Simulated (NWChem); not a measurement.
Molecule: C2H6ClY; SMILES [CH3][Y]([CH3])[Cl]

Not confirmed as a minimum by frequencies. def2 effective core potentials on Y; no spin-orbit coupling.

### Question
Give the equilibrium geometry at PBE0/def2-SVP with def2 effective core potentials on Y (NWChem) as an XYZ file, with the point group.

### Answer
point group C1; any orientation.
```
10

Y     -0.0065     0.0108     0.0168
Cl     0.0435    -2.4564    -0.0384
C     -1.9049     1.0649    -0.8193
H     -2.4237     0.4572    -1.5850
H     -1.6517     2.0294    -1.3012
H     -2.6692     1.2908    -0.0490
C      1.9029     1.1274    -0.7052
H      1.9094     2.1952    -0.4085
H      1.9457     1.1266    -1.8126
H      2.8602     0.6921    -0.3626
```
